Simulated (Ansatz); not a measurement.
Basis-set extrapolation for AlBH8OSi2, SMILES `[AlH2][O]B[SiH2][SiH3]` (PBE0-D4/def2-TZVP geometry, frozen core, Ansatz). Multiplicity 1, RHF reference.

```tsv
	def2-TZVPP	def2-QZVPP
HF	-924.132048	-924.162318
MP2 correlation	-0.663564	-0.713223
CCSD(T) correlation	-0.758895	not run
```

Energies in hartree. Use E(X) = E(∞) + A·exp(−7.88·√X) for Hartree–Fock and E(X) = E(∞) + B·X^(−2.97) for correlation, with X = 3 and 4, and add CCSD(T) minus MP2 of the smaller set to the MP2 limit.

Problem. What is the CCSD(T) energy at the basis-set limit?

Solution. HF limit: -924.162318 + (-0.030270) × 0.13774 = -924.16649. MP2 limit: -0.713223 + (-0.049659) × 0.74074 = -0.75001. Higher-order term: -0.758895 − (-0.663564) = -0.09533. Total: -925.01183 hartree, 75.9 kcal/mol below CCSD(T)/def2-TZVPP.
